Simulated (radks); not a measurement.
Question: All-electron atom: Co16+ in [Ne] 3s1. All-electron calculation, Dirac Kohn-Sham, LDA (Slater exchange, Perdew-Wang correlation), spin-unpolarised, spherical densities, finite nucleus; Fermi nuclear charge, rms radius 3.7875 fm. Program: a radial shooting solver on a logarithmic mesh with Libxc functionals. Some entries of the table are withheld. Estimate them.

orbital  occ.  eigenvalue (eV)  <r^2> (bohr^2)
1s1/2       2        -8135.779        0.004255
2s1/2       2        -1427.156             (1)
2p1/2       2        -1315.016             (2)
2p3/2       4        -1299.704             (3)
3s1/2       1        -530.0946          0.4636
3p1/2       0              (4)             (5)
3p3/2       0              (6)             (7)
3d3/2       0        -441.7025             (8)
3d5/2       0        -441.0748             (9)
4s1/2       0        -273.1453           1.644

Answer: 
(1) 2s1/2 <r^2> (bohr^2): 0.07474
(2) 2p1/2 <r^2> (bohr^2): 0.05864
(3) 2p3/2 <r^2> (bohr^2): 0.06011
(4) 3p1/2 eigenvalue (eV): -495.1448
(5) 3p1/2 <r^2> (bohr^2): 0.4496
(6) 3p3/2 eigenvalue (eV): -491.7877
(7) 3p3/2 <r^2> (bohr^2): 0.4560
(8) 3d3/2 <r^2> (bohr^2): 0.3791
(9) 3d5/2 <r^2> (bohr^2): 0.3806
